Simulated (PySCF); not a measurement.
C3H5B.
SMILES with atom numbers: `[BH2:1][CH2:2][C:3]#[CH:4]` (hydrogens: H5, H6 on B1; H7, H8 on C2; H9 on C4)

A GFN2-xTB structure was refined with PBE0-D3(BJ)/def2-SVP geometry optimisation, gas phase in PySCF. Its GFN2-xTB values:

```tsv
coordinate	GFN2-xTB
B1–C2	1.572 Å
B1–H5	1.168 Å
B1–H6	1.170 Å
C2–C3	1.448 Å
C2–H7	1.096 Å
C3≡C4	1.197 Å
C4–H9	1.049 Å
B1–C2–C3	116.6°
B1–C2–H7	110.2°
B1–C2–H8	107.8°
C2–B1–H5	121.6°
C2–C3–C4	179.9°
C3–C2–H7	108.5°
H5–B1–H6	120.3°
H7–C2–H8	104.9°
```

Task: How do these coordinates change at the PBE0-D3(BJ)/def2-SVP level?

Result: 
```tsv
coordinate	PBE0-D3(BJ)/def2-SVP (Å or °)	change
B1–H6	1.210	+0.040
B1–H5	1.207	+0.039
C4–H9	1.074	+0.025
C3≡C4	1.211	+0.014
C2–H7	1.107	+0.011
B1–C2	1.567	-0.005
C2–C3	1.452	+0.004
B1–C2–H8	104.9	-2.9
C3–C2–H7	111.1	+2.6
B1–C2–H7	107.9	-2.3
H7–C2–H8	102.8	-2.1
B1–C2–C3	118.2	+1.6
C2–C3–C4	179.0	-0.9
C2–B1–H5	122.4	+0.8
H5–B1–H6	119.7	-0.6
```

The energy falls by 0.084 eV over 5 energy and gradient evaluations, the largest force component goes from 0.0238 to 8.1e-05 Eh/bohr, and the atoms move by 0.041 Å rms after alignment. Among the bonds, B1–H5 and B1–H6 change most and about equally (+0.039 to +0.040 Å). Bonds longer at the end by more than 0.005 Å: 6 of 8; shorter: 1. Rotational constants go from 31821, 4654, 4163 to 32090, 4547, 4081 MHz.

The run used 81 basis functions and 28 SCF cycles in all.

Whether it is a minimum is left open (no frequencies). The numbers are those of one conformer.
